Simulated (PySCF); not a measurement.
Se(SiH3)2 (H₆SeSi₂), SMILES [SiH3][Se][SiH3].

The structure is a stationary point at PBE0-D3(BJ)/def2-SVP.

All values below come from B3LYP/def2-TZVPD run with PySCF.

The molecule is in vacuum.

Q: Estimate the frontier levels, gap, dipole moment and polarisability. (An estimate is asked for; the answer gives what the named calculation found.)

A: 
```
Quantity                                                                                                        Result
---------------------------------------------------------------------------------------------  -----------------------
highest occupied level                                                                                        -6.89 eV
lowest empty level                                                                                            -0.76 eV
orbital gap                                                                                                    6.13 eV
dipole moment                                                                                                   0.81 D
quadrupole, principal values (traceless, Buckingham form, about the centre of nuclear charge)   -2.55, -1.04, 3.59 D·Å
mean static polarisability                                                                       87.9 bohr³ (13.03 Å³)
polarisability, principal values                                                               72.7, 85.3, 105.6 bohr³
```
